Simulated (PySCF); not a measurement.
Ionisation energy of Tm(46+) by level of theory

Tm(46+) [Ar] 3d5 (6S) → Tm(47+) [Ar] 3d4 (5D), as a difference of total energies. Computed with PySCF 2.14 in an uncontracted even-tempered set (18 s from 9.6 bohr⁻², ratio 2.5; 13 p from 12 bohr⁻², ratio 2.5; 7 d from 12 bohr⁻², ratio 2.5; 4 f from 49 bohr⁻², ratio 2.7; 3 g from 73 bohr⁻², ratio 2.7), with scalar relativity by spin-free X2C-1e. Correlated levels: outer shells: [Ne] frozen; virtual orbitals above 40 to 60 times the deepest correlated orbital energy dropped. The calculations carry no spin-orbit coupling.

```
                method  ionisation energy (eV)
                   UHF                  3937.5
                   LDA                  3933.8
                   PBE                  3933.3
                  PBE0                  3934.9
                r2SCAN                  3935.5
                 B97-3                  3935.3
                  TPSS                  3932.3
    MP2 (outer shells)                  3937.8
SCS-MP2 (outer shells)                  3937.2
```

Spin-orbit coupling is strong in these open shells (close to jj coupling). The scalar numbers leave it out and a first-order estimate fails, so it can dominate the gap to the real levels.

Breit and QED terms and the two-electron picture change are absent.

For comparison: 3895 ± 4 eV (theoretical estimate listed by NIST; NIST Atomic Spectra Database, ionization energies).
